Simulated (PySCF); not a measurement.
Peak assignment

Structure with atom numbers: `[CH3:1][CH2:2]/[C:3](=[CH:4]/[C:5]([F:6])([F:7])[F:8])[C:9](=[O:10])[F:11]`. Hydrogens are named by the atom that carries them.

- structure optimised with GFN2-xTB
- NMR shieldings at PBE0/pcSseg-1/GIAO
- program: PySCF 2.14
- no solvent, relativity neglected, averaged over atoms made equivalent by symmetry, fast rotation or ring inversion, single conformer

δ = σ(ref) − σ, references computed at the same level: 13C (186.93 ppm) and 1H (31.72 ppm) vs TMS.

**Question.** Assign these signals to the numbered atoms. 13C{1H} NMR (computed): δ 163.3 (C), 152.2 (C), 139.7 (CH), 130.2 (C), 33.2 (CH2), 16.0 (CH3).

**Answer.** 
| δ (ppm) | atoms | environment | reason |
| --- | --- | --- | --- |
| 163.3 | C9 | carbonyl carbon | – |
| 152.2 | C3 | α carbon of a C=C–C=O unit | the olefinic region |
| 139.7 | C4 | β carbon of a C=C–C=O unit | conjugation with the carbonyl draws π density from the β position |
| 130.2 | C5 | CF3 carbon | 3 electronegative neighbours deshield it |
| 33.2 | C2 | allylic sp3 CH2 | aliphatic region, no heteroatom directly attached |
| 16.0 | C1 | methyl carbon | saturated and bonded to C and H only |

**Question.** Assign these signals to the numbered atoms. 1H NMR (400 MHz, computed): δ 6.38 (m, 1H), 2.55 (q, 2H), 1.21 (t, 3H).

**Answer.** 
| δ (ppm) | atoms | environment | reason |
| --- | --- | --- | --- |
| 6.38 | H(C4) | hydrogen on a β carbon of a C=C–C=O unit | attached to an sp2 carbon and in the plane of the double bond |
| 2.55 | H(C2) | hydrogen on an allylic sp3 CH2 | allylic position |
| 1.21 | H(C1) | hydrogen on a methyl carbon | – |

Splittings by 19F in the carbon and heteronuclear signals aren't shown, as no couplings were computed. Shifts are as computed. Against solution values, carbons near 30 ppm lie about +3 ppm off and those near 130 ppm about +5 ppm. Of 1211 compounds with measured shifts, 218 miss one by over three times the rms of a fit or turn the order of signals round; such compounds aren't used in these exercises. Multiplicities follow the n + 1 count of equivalent neighbours, as no J values were calculated; m marks all less simple cases, F and P coupling included.
